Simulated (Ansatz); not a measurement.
```yaml
crystal:
  periodic: [false, false, false]
  atoms:
    - {symbol: O, position_ang: [0.906801, -0.597040, 1.049500]}
    - {symbol: C, position_ang: [0.452052, -0.301617, -0.141206]}
    - {symbol: O, position_ang: [0.444790, -1.230426, -1.061097]}
    - {symbol: S, position_ang: [-1.875787, 0.546476, 0.096954]}
    - {symbol: B, position_ang: [-0.094504, 1.155553, -0.472758]}
    - {symbol: F, position_ang: [0.443174, 2.149676, 0.305076]}
    - {symbol: H, position_ang: [1.065366, -1.541516, 1.189625]}
    - {symbol: H, position_ang: [0.510341, -2.131990, -0.714425]}
    - {symbol: H, position_ang: [-1.611083, 0.567362, 1.414403]}
    - {symbol: H, position_ang: [-0.158149, 1.332422, -1.663072]}
basis:
  gaussian: {orbitals: def2-mTZVPP}
hamiltonian: {xc: {name: BHLYP}, dispersion: d3bj}
scf: {lower_state_search: light}
```

```sh
$ ansatz run in.yaml --threads 4 --pin off --events-out ev --progress --plain --max-ram 10444MiB
```

Output, abridged:

```
Functional definition: BHLYP
1511 factors; their error is unknown
mean field evaluation 1: about -19420.5684 eV, gradient 5.2e1 eV
mean field evaluation 2: about -19421.1045 eV, gradient 5.2e1 eV
mean field evaluation 4: about -19425.1031 eV, gradient 1.7e0 eV
mean field evaluation 8: about -19425.1103 eV, gradient 4.1e-2 eV
mean field evaluation 16: about -19425.2951 eV, gradient 1.1e-4 eV
mean field -19425.29511927 eV, -713.8664286953 hartree, gradient 4.8e-5 eV, S^2 0.000000; 0 other end points of the search recorded, 0 dependent functions left out
reference -19425.29528405 eV, -713.8664347508 hartree; 28, 28 occupied and 129, 129 virtual orbitals, 1511 factors
Total energy: -19425.59455024 eV, -713.8774325804 hartree
```

It took 1.7 s on 4 threads of an Arm Neoverse V1 on a shared host, with 0.51 GiB of host memory at the peak.
